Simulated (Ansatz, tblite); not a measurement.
Cost and result up the ladder for the cluster Sn2O4 (the lowest singlet isomer of a short search) (6 atoms). Charge 0, multiplicity 1. Geometry: r2SCAN-D4/def2-SVP.

```
atom   x (Å)   y (Å)   z (Å)
 Sn1   1.242  -0.520   1.258
 Sn2  -1.671  -0.213  -0.225
  O3   0.892   0.638  -0.818
  O4  -0.711  -0.367   1.563
  O5   0.574  -0.838  -0.830
  O6  -0.326   1.300  -0.949
```

Ansatz on 4 threads of Arm Neoverse V2 on a shared host; xTB runs through tblite on one thread. Times are rough, summed over both states, and most runs start from the orbitals of an earlier one. No level here is sound enough to serve as a yardstick. The other state is a doublet.

In the def2 sets Sn takes a core potential; there is no spin–orbit coupling. The xTB rows come from tblite. Correlated methods freeze 12 core orbitals; core or outer-core shells of Sn are correlated, in sets that lack core-valence functions. The rows differ in basis, and correlated rows in double-zeta sets carry the largest basis error. In CCSD on the charge 1 doublet the largest single amplitude is 0.23, so its Hartree–Fock determinant may place the open shell otherwise than the density functionals do. The structure holds 2 bonds between oxygen atoms, so isomers without such links may lie far lower. The structure comes from a short search, and lower isomers may exist.

Run but left out: HF/def2-SVP (singlet: restricted singlet, unstable towards broken spin symmetry); B2PLYP/def2-TZVP (singlet: restricted singlet, unstable in another Hartree–Fock run and untested here); MP2/def2-SVP (charge +1 doublet: a determinant that CCSD turns far, T1 0.050).

Correlated methods converge slowly with the basis, most of all in double-zeta sets.

Raw xTB energies of ions are shifted by several eV.

```json
{"level": "GFN1-xTB", "functions": "34", "wall time": "0.008 s", "vertical IE (eV)": "14.69", "remarks": "–"}
{"level": "GFN2-xTB", "functions": "34", "wall time": "0.01 s", "vertical IE (eV)": "14.71", "remarks": "–"}
{"level": "PBE-D4/def2-TZVP (with forces)", "functions": "224", "wall time": "7 s", "vertical IE (eV)": "8.43", "remarks": "–"}
{"level": "PBE0-D4/def2-TZVP", "functions": "224", "wall time": "13 s", "vertical IE (eV)": "8.81", "remarks": "restricted SCF unstable in HF (singlet)"}
{"level": "CCSD(T)/def2-SVP", "functions": "108", "wall time": "83 s", "vertical IE (eV)": "8.72", "remarks": "large T1 (0.023) (singlet), large T1 (0.050) (+1 doublet), restricted SCF unstable (singlet)"}
```
